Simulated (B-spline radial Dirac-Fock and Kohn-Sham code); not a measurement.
## X-ray scattering factor of I⁶⁺

System: the I⁶⁺ ion in the configuration [Kr] 4d10 5s1.

Calculated with a radial B-spline solver, using Dirac-Fock densities. f₀ is the Fourier transform of the spherical electron density, S the Waller-Hartree incoherent function, and s = sin θ/λ. The electron scattering factor follows from the Mott-Bethe formula f_e = 0.023934 Å⁻¹·(Z − f₀)/s².

| s (Å⁻¹) | f₀ | S | f_e (Å) |
| --- | --- | --- | --- |
| 0 | 47.000 | 0.000 | – |
| 0.07 | 46.285 | 0.757 | 32.799 |
| 0.09 | 45.832 | 1.213 | 21.179 |
| 0.11 | 45.282 | 1.743 | 15.267 |
| 0.14 | 44.293 | 2.639 | 10.633 |
| 0.17 | 43.138 | 3.606 | 8.167 |
| 0.21 | 41.405 | 4.937 | 6.293 |
| 0.27 | 38.557 | 6.919 | 4.742 |
| 0.33 | 35.624 | 8.839 | 3.819 |
| 0.42 | 31.433 | 11.572 | 2.926 |
| 0.52 | 27.407 | 14.374 | 2.265 |
| 0.65 | 23.365 | 17.701 | 1.679 |
| 0.81 | 19.973 | 21.359 | 1.205 |
| 1 | 17.302 | 24.896 | 0.854 |
| 1.25 | 14.592 | 28.284 | 0.588 |
| 1.56 | 11.569 | 31.334 | 0.407 |
| 1.94 | 8.601 | 34.208 | 0.282 |
| 2.42 | 6.379 | 36.950 | 0.191 |
| 3.02 | 5.102 | 39.414 | 0.126 |
| 3.76 | 4.167 | 41.517 | 0.083 |
| 4.69 | 3.127 | 43.237 | 0.054 |
| 5.85 | 2.157 | 44.477 | 0.036 |
| 7.29 | 1.518 | 45.293 | 0.023 |

f₀ starts at the number of electrons, 47, and has fallen to half at s ≈ 0.65 Å⁻¹. The sum of ⟨r²⟩ over the electrons is 20.18 bohr². For an ion f_e diverges as s goes to zero, because of the net charge.
